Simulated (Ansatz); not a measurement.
System: CsBr, charge 1, multiplicity 2. 
Geometry from a B3LYP-D3(BJ)/def2-TZVP (Ansatz, an electronic-structure program) optimisation:
```xyz
2

Cs     0.0000     0.0000    -1.5281
Br     0.0000     0.0000     2.4014
```
Charge +1, spin multiplicity 2.

Question: Give the harmonic wavenumbers at B3LYP-D3(BJ)/def2-TZVP (Ansatz, finite differences of forces, unscaled).

Answer: 43 cm⁻¹. Zero-point energy 0.1 kcal/mol.

Question: From these and the geometry, give the ideal-gas thermochemistry at 298.15 K and 1 atm (rigid rotor, harmonic oscillator).

Answer: Point group C∞v, rotational symmetry number 1. Rotational constants 0.6559, 0.6559 GHz. S(trans) 41.97, S(rot) 20.18, S(vib) 5.12, S(elec, spin only) 1.38, S 68.7 cal/(mol K). H(298) - H(0) 2.61 kcal/mol; G - E(el) -17.8 kcal/mol.
